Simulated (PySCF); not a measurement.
First SCF of a structure search on quintet PtO2, at a hand-made end-on geometry. PySCF input:

```python
from pyscf import gto, scf, dft
mol = gto.M(atom='''
Pt     0.000000     0.000000     0.000000
O      0.000000     0.000000     1.915800
O      1.252800     0.000000     2.635800''',
    basis={'Pt': 'def2-TZVP', 'O': 'def2-TZVP'},
    ecp={'Pt': 'def2-TZVP'},
    charge=0, spin=4)
mf = dft.UKS(mol, xc='PBE0')
mf.grids.atom_grid = (50, 194)
aux = {'Pt': 'def2-universal-JKFIT', 'O': 'def2-universal-JKFIT'}
mf = mf.density_fit(auxbasis=aux)
mf.conv_tol = 1e-08
mf.diis_space = 10
mf.max_cycle = 60
mf.init_guess = 'minao'
mf.verbose = 4
mf.kernel()
```

Excerpt of the output (cycles alone):

```
init E= -254.579079195056
cycle= 1 E= -268.641961626113  delta_E= -14.1  |g|= 1.23  |ddm|= 5.53
cycle= 2 E= -253.036064533069  delta_E= 15.6  |g|= 4.48  |ddm|= 6.18
cycle= 3 E= -268.815072597873  delta_E= -15.8  |g|= 1.25  |ddm|= 5.76
cycle= 4 E= -269.181832004281  delta_E= -0.367  |g|= 0.82  |ddm|= 0.823
cycle= 5 E= -269.371887172098  delta_E= -0.19  |g|= 0.34  |ddm|= 0.438
cycle= 6 E= -269.422004226214  delta_E= -0.0501  |g|= 0.122  |ddm|= 0.325
cycle= 7 E= -269.428536622611  delta_E= -0.00653  |g|= 0.0414  |ddm|= 0.107
cycle= 8 E= -269.429534813558  delta_E= -0.000998  |g|= 0.012  |ddm|= 0.0545
cycle= 9 E= -269.430053972881  delta_E= -0.000519  |g|= 0.00798  |ddm|= 0.0475
cycle= 10 E= -269.43036163198  delta_E= -0.000308  |g|= 0.0102  |ddm|= 0.0345
cycle= 11 E= -269.430700445518  delta_E= -0.000339  |g|= 0.0118  |ddm|= 0.0406
cycle= 12 E= -269.431079097011  delta_E= -0.000379  |g|= 0.00808  |ddm|= 0.0438
cycle= 13 E= -269.431816538932  delta_E= -0.000737  |g|= 0.0135  |ddm|= 0.154
... 12 lines left out ...
cycle= 26 E= -269.432367846558  delta_E= -2.42e-05  |g|= 0.000894  |ddm|= 0.0515
cycle= 27 E= -269.432371864908  delta_E= -4.02e-06  |g|= 0.000479  |ddm|= 0.0124
cycle= 28 E= -269.432377147679  delta_E= -5.28e-06  |g|= 0.000529  |ddm|= 0.0292
cycle= 29 E= -269.432377673794  delta_E= -5.26e-07  |g|= 0.000332  |ddm|= 0.00404
cycle= 30 E= -269.43237832847  delta_E= -6.55e-07  |g|= 0.000252  |ddm|= 0.00793
cycle= 31 E= -269.432378721635  delta_E= -3.93e-07  |g|= 0.000124  |ddm|= 0.00791
cycle= 32 E= -269.432378811885  delta_E= -9.02e-08  |g|= 4.01e-05  |ddm|= 0.00349
cycle= 33 E= -269.432378817792  delta_E= -5.91e-09  |g|= 6.97e-05  |ddm|= 0.000415
Extra cycle  E= -269.432378821557  delta_E= -3.76e-09  |g|= 2.79e-05  |ddm|= 0.000125
converged SCF energy = -269.432378821557  <S^2> = 6.0143463  2S+1 = 5.0057352
```

This is not the lowest solution: another start and a stability analysis within the same unrestricted form found one 4.0 kJ/mol lower, at -269.43389 Eh.

Other spin states or occupations of the open shell can lie lower. With an element this heavy the missing spin–orbit coupling can shift these numbers.

The search for the lowest solution, 3 starts and the stability check together, took 15 s on 2 threads of a shared AMD EPYC 7R43 64-Core (Zen 3) host, with 102 basis functions; the process peaked at 0.45 GiB. Launch command: `OMP_NUM_THREADS=2 python axn.py task.json out`.
